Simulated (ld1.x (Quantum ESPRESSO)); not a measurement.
Building the TM potential for tin (Sn) (PW91, scalar-relativistic).

* Element: tin
* Generator: ld1.x (Quantum ESPRESSO) 7.5
* Type: norm-conserving Troullier–Martins (Kleinman–Bylander form)
* Functional: PW91
* Relativity: scalar-relativistic
* Frozen core: [Kr] 4d10
* Valence charge: 4
* Reference configuration: 5s2 5p1.5 (charge +0.5)
* Partial waves: 5s (bound): rc 1.75 bohr; 5p (bound): rc 2.66 bohr; 5d channel at 0.45 Ry: rc 1.55 bohr
* Local potential: all-electron potential smoothed inside 1.35 bohr (lloc = -1)
* Core correction: Bessel-smoothed model core, default radius (core density twice the valence density)

All-electron outer shells of the reference configuration (PW91, scalar-relativistic, ld1.x):

```tsv
shell	level (eV)	outermost node (bohr)	outermost maximum (bohr)
5s	-14.11	0.98	1.99
5p	-6.88	1.09	2.49
```

(1) Estimate the cutoffs (Ry, on a coarse ladder) from which the occupation-weighted sum of valence levels, in a spherical-Bessel basis at the reference potential, stays within 10 and 1 mRy of its value at 400 Ry.

(2) Does the potential have ghost states?

(3) Which valence shell sets the plane-wave cutoff?

(4) Tests: 5s2 5p2; 5s2 5p1; 5s2 5p0; 5s1 5p0; 5s1 5p3; 5s0 5p4; 5s1 5p2. Which has the largest error in its energy relative to the reference configuration, and how large is it?

Answers

(1) 21 Ry and 50 Ry.

(2) Ghost states, extra bound levels that the all-electron valence spectrum of the same l lacks: s at -135.0 eV, p at -26.9 eV, d at -20.2 eV. A true bound ghost makes a file unfit for plane-wave use.

(3) 5s: its level needs 35 Ry to come within 1 mRy, against 12 Ry for 5p.

(4) 5s1 5p0, with -314 meV (all-electron minus pseudo) on +49.39 eV.
